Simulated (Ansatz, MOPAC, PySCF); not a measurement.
Molecule: diindium oxide, In2O, charge 0, multiplicity 1. SMILES: [In][O][In]
Structure (B3LYP-D3(BJ)/def2-TZVP (Ansatz, an electronic-structure program) minimum search):
```
O
In 1 2.0164
In 1 2.0164 2 180.00
```
Charge 0, spin multiplicity 1.

Quantity: vertical ionisation energy to the doublet, in eV. Set-up: def2 sets with scalar-relativistic core potentials past Kr; open shells spin-unrestricted; LANL2DZ with its own core potentials from Na on; spin-orbit terms left out; six Cartesian d functions in 6-31G* and its kin unless marked 5d; dispersion terms only where a functional's name holds one; each state is the SCF solution reached for its charge and spin; STO-3G and 3-21G all-electron and non-relativistic. Ab initio and DFT rows: single points at B3LYP-D3(BJ) geometries (Ansatz). Semi-empirical rows: differences of heats of formation at the shared geometry for vertical values.

```json
[
 {"level": "AM1", "program": "MOPAC", "vertical ionisation energy to the doublet (eV)": "8.18"},
 {"level": "PM3", "program": "MOPAC", "vertical ionisation energy to the doublet (eV)": "8.25"},
 {"level": "MNDO", "program": "MOPAC", "vertical ionisation energy to the doublet (eV)": "9.01"},
 {"level": "B3LYP/3-21G", "program": "Ansatz", "vertical ionisation energy to the doublet (eV)": "7.29"},
 {"level": "B3LYP/6-31G* with LANL2DZ past Ar", "program": "Ansatz", "vertical ionisation energy to the doublet (eV)": "7.49"},
 {"level": "M06-2X/6-31G* with LANL2DZ past Ar (5d)", "program": "PySCF", "vertical ionisation energy to the doublet (eV)": "7.48"},
 {"level": "PBE/def2-TZVPD", "program": "Ansatz", "vertical ionisation energy to the doublet (eV)": "7.51"},
 {"level": "wB97M-V/def2-TZVPD", "program": "Ansatz", "vertical ionisation energy to the doublet (eV)": "7.79"}
]
```

No value to compare with is used here. The 6 habitual levels span 7.29 (B3LYP/3-21G) to 9.01 eV (MNDO); PBE/def2-TZVPD gives 7.51.

The levels are drawn from those run, B3LYP/6-31G* more often than the rest, none by its result; left out are runs that failed, that the program found above a lower state of the same kind, or whose <S^2> lies over 0.5 above the pure value.
